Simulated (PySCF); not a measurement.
Atom-mapped SMILES (the numbers label the heavy atoms): `[SiH3:1][S:2][C@H:3]1[CH2:4][CH2:5][CH2:6][CH2:7][S:8]1`. Each H is labelled by its parent atom. Ha(C4), Ha(C5), Ha(C6), Ha(C7) are cis to S2 on the ring; Hb(C4), Hb(C5), Hb(C6), Hb(C7) are trans to S2 on the ring.

PySCF calculation with structure optimised with PBE0-D3(BJ)/def2-SVP and NMR shieldings at KT2/pcSseg-1/GIAO; a single conformation, gas phase, non-relativistic Hamiltonian, fast rotation and ring inversion assumed for equivalent nuclei.

Shifts are taken against calculated references (same method and geometry level): TMS for 13C and 1H and 29Si; 33S vs CS2.

| atoms | nucleus | count | δ (ppm) |
| --- | --- | --- | --- |
| Ha(C7) | 1H | 1 | 3.67 |
| Si1 | 29Si | 1 | -58.4 |
| H(C3) | 1H | 1 | ? |
| Hb(C5) | 1H | 1 | ? |
| Ha(C5) | 1H | 1 | 2.42 |
| Ha(C4) | 1H | 1 | ? |
| C4 | 13C | 1 | 38.7 |
| C7 | 13C | 1 | 31.8 |
| C5 | 13C | 1 | 21.9 |
| C6 | 13C | 1 | 31.4 |
| Hb(C4) | 1H | 1 | 2.04 |
| S8 | 33S | 1 | 96 |
| Hb(C6) | 1H | 1 | 1.59 |
| Ha(C6) | 1H | 1 | ? |
| Hb(C7) | 1H | 1 | 2.18 |
| C3 | 13C | 1 | 59.3 |
| H(Si1) | 1H | 3 | ? |
| S2 | 33S | 1 | ? |

Question: Estimate the values marked ?.

Answer: 
- H(Si1): 4.55 ppm, hydrogen on a silicon bonded to S
- H(C3): 4.32 ppm, hydrogen on an sp3 CH bonded to 2 S
- Ha(C4): 2.02 ppm, hydrogen on an sp3 CH2 in a ring
- Ha(C6): 1.94 ppm, hydrogen on an sp3 CH2 in a ring
- Hb(C5): 1.34 ppm, hydrogen on an sp3 CH2 in a ring; far from electronegative atoms and π systems
- S2: -123 ppm, sulfur bonded to C, Si

Shifts are as computed. Against solution values, carbons near 30 ppm lie about +2 ppm off and those near 130 ppm about -5 ppm. Of 1309 compounds with measured shifts, 239 miss one by over three times the rms of a fit or turn the order of signals round; such compounds aren't used in these exercises.
